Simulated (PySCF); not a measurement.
A structure optimised at PBE-D3(BJ)/def2-TZVPD, used in a PySCF frequency run:

```xyz
4

Ga     0.0000     0.0000     0.0000
H      1.5771     0.0000     0.0000
H     -0.7885     1.3658     0.0000
H     -0.7885    -1.3658     0.0000
```
Charge 0, spin multiplicity 1.

**Question.** Write its SMILES, formula and point group.

**Answer.** [GaH3], GaH₃, D3h

**Question.** What are its rotational constants (standard atomic weights)?

**Answer.** 134.39, 134.39, 67.196 GHz
